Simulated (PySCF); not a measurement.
How methods differ on the excitation energy of Co

Co [Ar] 3d7 4s2 (4F) → Co [Ar] 3d8 4s1 (4F), as a difference of total energies. Computed with PySCF 2.14 in x2c-QZVPPall (11s7p5d4f2g, 103 functions), with scalar relativity by spin-free X2C-1e. Correlated levels: valence: [Ar] frozen. The calculations carry no spin-orbit coupling.

| method | excitation energy (cm⁻¹) |
| --- | --- |
| UHF | 15712 |
| MP2 (valence) | 1200.7 |
| SCS-MP2 (valence) | 2971.7 |
| CCSD (valence) | 6904.9 |
| CCSD(T) (valence) | 5674.1 |

Errors of the correlated levels include the incompleteness of this basis and the frozen core.

Question: Which method comes closest to the reference value, and which is furthest?

Answer: The reference is 3364.5 cm⁻¹ (measured; NIST levels, between the centres of gravity of the two terms). Closest: SCS-MP2 (valence) (error -392.80 cm⁻¹); furthest: UHF (error 12347 cm⁻¹).
